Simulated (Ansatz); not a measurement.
Reaction (formal exchange of groups at the Al–Si bond): `CO[CH2][AlH][SiH3]` + CH₄ → `CO[CH2][AlH][CH3]` + SiH₄

Program: Ansatz. Geometries: PBE0-D4/def2-TZVP. ΔE: electronic, gas phase. CCSD(T)/CBS is the MP2 limit (def2-TZVPP, def2-QZVPP) plus CCSD(T) − MP2 in def2-TZVPP, frozen cores. This one scheme is used for every species. Functionals use def2-TZVPP. B3LYP here is the variant with VWN-RPA as its local correlation; programs differ in this. One conformer a species, not always the lowest.

| level | ΔE (kJ/mol) | difference from CCSD(T)/CBS |
| --- | --- | --- |
| PBE-D4 | 23.6 | 13.0 |
| ωB97M-V | 4.0 | -6.6 |
| r2SCAN | 14.1 | 3.5 |
| PBE0 | 19.5 | 8.9 |
| B3LYP | 9.6 | -1.0 |
| HF/def2-TZVPP | 3.9 | -6.7 |
| CCSD(T)/def2-TZVPP | 10.9 | 0.3 |
| HF/def2-QZVPP | 3.0 | -7.6 |
| MP2/def2-QZVPP | 3.6 | -7.0 |
| HF/CBS(def2) | 2.8 | -7.8 |
| CCSD(T)/CBS | 10.6 | 0 |

Largest T1 diagnostic among the species: 0.012.
